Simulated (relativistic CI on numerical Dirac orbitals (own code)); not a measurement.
## Nb24+: computed level list

Method of calculation: Dirac-Coulomb-Breit CI, KLI orbitals optimised for each configuration, model QED (radiative potential, 1s self-energy scaled to tabulated hydrogen-like ionisation energies), unscaled Slater integrals (own radial code, finite nucleus).

Configuration list (outside the closed core [Ne]): 3s2 3p5, 3s 3p6, 3s2 3p4 3d, 3s 3p5 3d, 3p6 3d, 3s 3p4 3d2, 3s2 3p3 3d 4p, 3p6 4s, 3s2 3p4 4s, 3s 3p4 3d 4s, 3p6 4p, 3s2 3p4 4p, 3s2 3p3 3d2, 3s2 3p2 3d3, 3s 3p3 3d3, 3s2 3p2 3d2 4s, 3s2 3p2 3d2 4p. Double excitations out of closed p, d and f shells are left out; levels of such configurations are missing from the list, as are those of other unlisted configurations, and high levels can miss mixing partners.

The lowest level is 3s2 3p5 2P°_3/2, with 98 % of that term; Hund's rules for 3s2 3p5 give 2P° with J = 3/2, in agreement.

| No. | Configuration | Term | J | E (cm⁻¹) | % | jj configuration (%) |
| --- | --- | --- | --- | --- | --- | --- |
| 1 | 3s2 3p5 | 2P° | 3/2 | 0 | 98 | 3p3/2^3 (98) |
| 2 | 3s2 3p5 | 2P° | 1/2 | 166173 | 98 | 3p1/2 3p3/2^4 (98) |
| 3 | 3s 3p6 | 2S | 1/2 | 744090 | 67 | 3s (67) |
| 4 | 3p4(3P) 3d | 4D | 3/2 | 855844 | 57 | 3p3/2^2 3d3/2 (91) |
| 5 | 3p4(3P) 3d | 4D | 5/2 | 856849 | 69 | 3p3/2^2 3d3/2 (71) |
| 6 | 3p4(1D) 3d | 2P | 1/2 | 874645 | 43 | 3p3/2^2 3d3/2 (59) |
| 7 | 3p4(3P) 3d | 4D | 7/2 | 874942 | 67 | 3p3/2^2 3d5/2 (59) |
| 8 | 3p4(3P) 3d | 4F | 9/2 | 918704 | 77 | 3p3/2^2 3d5/2 (97) |
| 9 | 3p4(3P) 3d | 2F | 7/2 | 921936 | 46 | 3p3/2^2 3d3/2 (66) |
| 10 | 3p4(1S) 3d | 2D | 3/2 | 946156 | 47 | 3p3/2^2 3d3/2 (70) |
| 11 | 3p4(3P) 3d | 4P | 1/2 | 975385 | 58 | 3p3/2^2 3d5/2 (46) |
| 12 | 3p4(3P) 3d | 4D | 1/2 | 991699 | 57 | 3p1/2 3p3/2^3 3d3/2 (84) |
| 13 | 3p4(3P) 3d | 4F | 5/2 | 999044 | 55 | 3p3/2^2 3d5/2 (60) |
| 14 | 3p4(3P) 3d | 4F | 3/2 | 1006614 | 42 | 3p3/2^2 3d5/2 (47) |
| 15 | 3p4(3P) 3d | 4P | 5/2 | 1012911 | 36 | 3p3/2^2 3d5/2 (61) |
| 16 | 3p4(3P) 3d | 4D | 3/2 | 1026243 | 31 | 3p1/2 3p3/2^3 3d3/2 (74) |
| 17 | 3p4(3P) 3d | 4F | 7/2 | 1059195 | 53 | 3p1/2 3p3/2^3 3d5/2 (86) |
| 18 | 3p4(1D) 3d | 2G | 7/2 | 1081080 | 55 | 3p1/2 3p3/2^3 3d3/2 (91) |
| 19 | 3p4(1D) 3d | 2D | 5/2 | 1081145 | 45 | 3p1/2 3p3/2^3 3d3/2 (61) |
| 20 | 3p4(1D) 3d | 2P | 3/2 | 1082946 | 45 | 3p1/2 3p3/2^3 3d5/2 (93) |
| 21 | 3p4(3P) 3d | 2F | 5/2 | 1105294 | 66 | 3p1/2 3p3/2^3 3d5/2 (77) |
| 22 | 3p4(1D) 3d | 2G | 9/2 | 1106866 | 77 | 3p1/2 3p3/2^3 3d5/2 (97) |
| 23 | 3p4(1D) 3d | 2F | 5/2 | 1140233 | 43 | 3p1/2 3p3/2^3 3d5/2 (80) |
| 24 | 3p4(1D) 3d | 2F | 7/2 | 1173761 | 87 | 3p1/2 3p3/2^3 3d5/2 (93) |
| 25 | 3p4(1S) 3d | 2D | 3/2 | 1212832 | 43 | 3p1/2 3p3/2^3 3d5/2 (37) |
| 26 | 3p4(1D) 3d | 2S | 1/2 | 1236573 | 59 | 3p1/2 3p3/2^3 3d3/2 (52) |
| 27 | 3p4(3P) 3d | 2D | 5/2 | 1264709 | 87 | 3p1/2 3p3/2^3 3d3/2 (56) |
| 28 | 3p4(3P) 3d | 2P | 3/2 | 1276167 | 50 | 3p1/2 3p3/2^3 3d3/2 (65) |
| 29 | 3p4(1S) 3d | 2D | 5/2 | 1324064 | 60 | 3p3/2^4 3d5/2 (83) |
| 30 | 3p4(3P) 3d | 2P | 1/2 | 1331061 | 87 | 3p1/2 3p3/2^3 3d5/2 (74) |

Energies count from the lowest computed level; ° marks odd parity. Percentages are summed over parent terms; the parents shown are those of the largest component, closed shells are left out there. Filled j subshells are mostly left out of the jj labels.

The mean weight of the leading LS term, summed over parents, in these 30 levels is 60 %, and that of the leading jj configuration (from the same eigenvectors) 73 %, so jj coupling describes them better and the LS labels are nominal.

At this charge energies of transitions that change n are usually good to better than 1 %, and those within a shell (Δn = 0) to a few per cent.

LS names give the leading component of a level, which can be under half, so a name can repeat, a term be missing and a line seem to break the LS rules.
